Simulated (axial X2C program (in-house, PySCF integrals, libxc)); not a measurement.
**ZrB⁻: cheaper levels and CCSD(T), two-component**

Calculated with an axial X2C code built on PySCF integrals. Two-component (2c) means X2C with spin–orbit coupling and atomic mean-field two-electron Coulomb and Gaunt terms. Basis: Zr dyall-acv3z [12s13p10d6f3g], B dyall-av3z [8s7p3d2f] (cores contracted in-house); Gaussian nuclei, density fitting, unrestricted open shells. Masses: Zr 89.905 u, B 11.009 u.

State: Ω = 4 (⟨Sz⟩ = 2.00, ⟨Lz⟩ = 2.00 at HF); fragments Zr- + B for HF, PW91; Zr + B- for CCSD, CCSD(T).

```tsv
level	Re (Å)	ωe (cm⁻¹)	De (eV)
HF	2.241	578.0	2.51
CCSD	2.229	575.0	n/a
PW91	2.222	548.4	3.76
```

Correlated methods: 8 electrons correlated (number of frozen shells: Zr 4 s, 3 p, 1 d; B 1 s), 336 virtual spin orbitals or spinors in MP2, 90 natural virtuals in coupled cluster.

CCSD(T), same Hamiltonian and basis:

Re = 2.234 Å, ωe = 569.2 cm⁻¹; T1 = 0.067 (Lee–Taylor normalisation).

Problem. Give the differences from CCSD(T) in the columns below.

Solution. 

```json
{"level": "HF", "ΔRe (Å)": "0.007", "Δωe (cm⁻¹)": "9"}
{"level": "CCSD", "ΔRe (Å)": "-0.005", "Δωe (cm⁻¹)": "6"}
{"level": "PW91", "ΔRe (Å)": "-0.012", "Δωe (cm⁻¹)": "-21"}
```

The state is a single determinant with fixed occupations, the lowest that a limited PBE0 search found. Dissociation energies refer to the lowest single-determinant-based atoms at the same level and basis. De is not given where an atomic determinant may have missed its ground term or J level, or where the truncated virtual space spoils (T). Density functionals use the spin component along the axis (collinear). CCSD and (T) use frozen natural virtuals with an MP2 correction for the truncation; (T) itself is uncorrected, so its De runs slightly low. A 2c atom that is not at its ground J level misses part of its spin–orbit lowering, and De is too large by that part (0.04 eV or less for light atoms). This holds for PW91. PBE0 can misorder states that lie within some tenths of an eV, so this need not be the ground state of the molecule. The nearest other 2c determinant of the search, Ω = 2, lies 0.26 eV up at the distance of the search. The functionals have no current-density term, which raises determinants with orbital currents, atoms included. With several unpaired electrons one determinant need not be a pure state. The outer-core s and p shells of the metal are frozen in the correlated rows, which leaves out core–valence correlation; for alkali and alkaline-earth bonds that tends to lengthen them. Open-shell Ω = 0 determinants with evenly filled partner blocks cannot be reached by this program, so the Ω shown need not be the lowest component. At some level and bond length an empty orbital lies below a filled one. The highest occupied level of some functionals is positive through self-interaction error; at Hartree–Fock it is bound. The determinant is spin-polarised beyond a pure state at some levels (its spin-free form has ⟨S²⟩ too high), which makes Re and μ there less reliable. The T1 diagnostic is large, a sign of multireference character. The stretched end of a curve changes character and is left out. With the outer-core shells frozen, correlated bond lengths of heavy atoms tend to come out a few hundredths of an ångström too long. Hartree–Fock gets electron affinities wrong, so its lowest charge split need not be the true one.
